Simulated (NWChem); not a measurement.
System: CCl2GaNO; SMILES O=C=[N][Ga]([Cl])[Cl]

Input file for NWChem:

```
start job
memory heap 200 mb stack 900 mb global 1100 mb
geometry units angstroms
  Ga    -0.289821     0.182855    -0.096695
  Cl    -1.855993    -1.173720    -0.146719
  Cl    -0.250813     2.130692    -0.785092
  N      1.299005    -0.405933     0.614310
  C      2.217244    -1.105174     0.929759
  O      3.129764    -1.732378     1.250411
end
basis spherical
  * library def2-svp
end
dft
  xc pbe0
  iterations 150
end
driver
  maxiter 120
end
task dft optimize
task dft freq
```

The level has its own optimisation; frequencies are unscaled.

Question: Give the results of this calculation. (PBE0/def2-SVP.) Quantities: r Cl–Ga (Å); r Ga–N (Å); r C–N (Å); r C–O (Å); highest harmonic frequency (cm⁻¹); lowest (cm⁻¹); zero-point energy (kcal/mol); dipole (D).

Answer: 
```
Item                               Value
---------------------------------  -----
r Cl–Ga (Å)                        2.119
r Ga–N (Å)                         1.792
r C–N (Å)                          1.200
r C–O (Å)                          1.166
highest harmonic frequency (cm⁻¹)   2474
lowest (cm⁻¹)                         22
zero-point energy (kcal/mol)        10.3
dipole (D)                          0.87
```
